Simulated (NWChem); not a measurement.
Program: NWChem. System: O₂Se, charge 0, spin multiplicity 1, displaced from the optimised geometry.

The NWChem input:

```
start mol
memory heap 100 mb stack 700 mb global 1900 mb
geometry units angstroms nocenter noautoz noautosym
  O      1.244145     0.000000     0.516342
  Se     0.000000     0.000000    -0.275383
  O     -1.352331     0.000000     0.585188
end
basis spherical
  * library def2-svp
end
scf
  rhf
  nopen 0
  maxiter 100
  thresh 1e-7
  semidirect memsize 60000000 filesize 0
end
tce
  freeze core 11
  cr-ccsd(t)
  2eorb
  2emet 13
  thresh 1e-6
  maxiter 100
  tilesize 24
end
task tce energy
```

The output up to the point where the run's verdict is printed (cleaned and shortened):

```
             Northwest Computational Chemistry Package (NWChem) 7.3.0
             --------------------------------------------------------

                                NWChem Input Module
                                -------------------

 Scaling coordinates for geometry "geometry" by  1.889725989
 (inverse scale =  0.529177249)

                             Geometry "geometry" -> ""
                             -------------------------

 Output coordinates in angstroms (scale by  1.889725989 to convert to a.u.)

  No.       Tag          Charge          X              Y              Z
 ---- ---------------- ---------- -------------- -------------- --------------
    1 O                    8.0000     1.24414500     0.00000000     0.51634200
    2 Se                  34.0000     0.00000000     0.00000000    -0.27538300
    3 O                    8.0000    -1.35233100     0.00000000     0.58518800

 Effective nuclear repulsion energy (a.u.)     200.4388011367

            Nuclear Dipole moment (a.u.)
            ----------------------------
        X                 Y               Z
 ---------------- ---------------- ----------------
    -1.6355351664     0.0000000000    -1.0408270594


 Summary of "ao basis" -> "" (spherical)
 ------------------------------------------------------------------------------
       Tag                 Description            Shells   Functions and Types
 ---------------- ------------------------------  ------  ---------------------
 *                          def2-svp                  on all atoms

 Summary of "ao basis" -> "ao basis" (spherical)
 ------------------------------------------------------------------------------
       Tag                 Description            Shells   Functions and Types
 ---------------- ------------------------------  ------  ---------------------
 O                          def2-svp                 6       14   3s2p1d
 Se                         def2-svp                12       32   5s4p3d

                                 NWChem SCF Module
                                 -----------------

  ao basis        = "ao basis"
[...]
                   ---------------------------------------------


            General Information
            -------------------
      Number of processors :     1
         Wavefunction type : Restricted Hartree-Fock
          No. of electrons :    50
           Alpha electrons :    25
            Beta electrons :    25
           No. of orbitals :   120
            Alpha orbitals :    60
             Beta orbitals :    60
        Alpha frozen cores :    11
         Beta frozen cores :    11
     Alpha frozen virtuals :     0
      Beta frozen virtuals :     0
         Spin multiplicity : singlet
    Number of AO functions :    60
       Number of AO shells :    24
        Use of symmetry is : off
      Symmetry adaption is : off
         Schwarz screening : 0.10D-09

          Correlation Information
          -----------------------
          Calculation type : Coupled-cluster singles & doubles w/ perturbation
   Perturbative correction : Completely renormalized (T)
            Max iterations :      100
        Residual threshold : 0.10D-05
     T(0) DIIS level shift : 0.00D+00
     L(0) DIIS level shift : 0.00D+00
     T(1) DIIS level shift : 0.00D+00
     L(1) DIIS level shift : 0.00D+00
     T(R) DIIS level shift : 0.00D+00
     T(I) DIIS level shift : 0.00D+00
   CC-T/L Amplitude update :  5-th order DIIS
                I/O scheme : Global Array Library
        L-threshold :  0.10D-05
        EOM-threshold :  0.10D-05
 no EOMCCSD initial starts read in
 TCE RESTART OPTIONS
 SLICE:      F
 D4D5:       F
 quantumc:   F
 qrotation:  F
 pwtce:      F
 qducc:      F
 nacto:                         0
 nrotv:                         0
 nrot:                          0

            Memory Information
            ------------------
          Available GA space size is     249033200 doubles
          Available MA space size is     104853508 doubles

 Maximum block size supplied by input
 Maximum block size        24 doubles

 tile_dim =     18

 -------------------------------------------------

 Global array virtual files algorithm will be used

 Parallel file system coherency ......... OK

 4-electron integrals stored in orbital form

 v2    file size   =          1508361
 4-index algorithm nr.  13 is used
 imaxsize =       30
 imaxsize ichop =        0


CCSD iterations
 ---------------------------------------------------------
 Iter          Residuum       Correlation     Cpu    Wall
 ---------------------------------------------------------
    1   0.2117091807523  -0.6293183614578     0.3     0.3
    2   0.0583393575556  -0.5955304990181     0.3     0.3
    3   0.0218193290589  -0.6151008826669     0.3     0.3
    4   0.0140144754331  -0.6111619967972     0.3     0.3
    5   0.0061176227598  -0.6146136787339     0.3     0.3
    6   0.0021133277251  -0.6141538475105     0.3     0.3
    7   0.0014961036455  -0.6141400392073     0.3     0.3
    8   0.0007256897772  -0.6141812778541     0.3     0.3
    9   0.0006361302947  -0.6141760408647     0.3     0.3
   10   0.0003142263766  -0.6142121576952     0.3     0.3
   11   0.0000733019494  -0.6142395733519     0.3     0.3
   12   0.0000485443614  -0.6142322239745     0.3     0.3
   13   0.0000282926986  -0.6142337506778     0.3     0.3
   14   0.0000218696965  -0.6142323965249     0.3     0.3
   15   0.0000130465548  -0.6142328545930     0.3     0.3
   16   0.0000032272063  -0.6142323180404     0.3     0.3
   17   0.0000022682690  -0.6142323183908     0.3     0.3
   18   0.0000011143753  -0.6142323948489     0.3     0.3
   19   0.0000009223792  -0.6142324134557     0.3     0.3
 -----------------------------------------------------------------
 Iterations converged
 CCSD correlation energy / hartree =        -0.614232413455743
 CCSD total energy / hartree       =     -2549.620785622345466

 Singles contributions

 Doubles contributions
    26a   (alpha)    26a   (beta ) ---    24a   (alpha)    24a   (beta )       -0.1138814762
 CR-CCSD(T)
```

The program stopped with an error. NWChem stopped with the message: ccsd_t 3.
